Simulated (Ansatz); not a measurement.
System: C₃H₂ClF, charge 0, singlet. C3H2ClF (1-chloro-1-fluoropropa-1,2-diene, SMILES C=C=C(F)Cl).
B3LYP-D3(BJ)/def2-TZVP minimum from Ansatz (an electronic-structure program):
```xyz
7

C     -2.4583    -0.2655     0.0216
C     -1.1597    -0.2967    -0.0065
C      0.1362    -0.3084    -0.0326
F      0.8567    -1.4336    -0.1559
Cl     1.1313     1.0961     0.0847
H     -3.0433    -0.1638    -0.8872
H     -3.0078    -0.3429     0.9547
```
Charge 0, spin multiplicity 1.

Atomisation energy term by term, kcal/mol (programs: Ansatz). Radicals and triplets start from unrestricted determinants; spin-orbit coupling is neglected. Correlated methods leave the cores frozen. Rows without X2C or -DK are non-relativistic. CBS(X,Y): correlation extrapolated as X^-3, Hartree-Fock from the larger set. A bracket is a step between two methods taken in the basis named. 'core' is core correlation in cc-pwCVTZ (1s frozen past Ne), 'X2C' scalar relativity in cc-pVTZ-DK, both at CCSD(T). For partners of very few electrons the exact lower level stands in for a higher one. The restricted determinant of C3H2ClF (C=C=C(F)Cl, singlet) is unstable towards broken spin symmetry in at least one set run.

```
term                                       basis  kcal/mol
------------------  ----------------------------  --------
Hartree-Fock                         cc-pV(Q+d)Z    471.71
CCSD correlation    CBS(cc-pV(T+d)Z,cc-pV(Q+d)Z)    190.30
(T)                 CBS(cc-pV(T+d)Z,cc-pV(Q+d)Z)     18.80
CCSDT(Q) - CCSD(T)                   cc-pV(D+d)Z      0.96
core correlation                       cc-pwCVTZ      3.75
scalar relativity                X2C, cc-pVTZ-DK     -0.84
sum: De                                              684.7
```
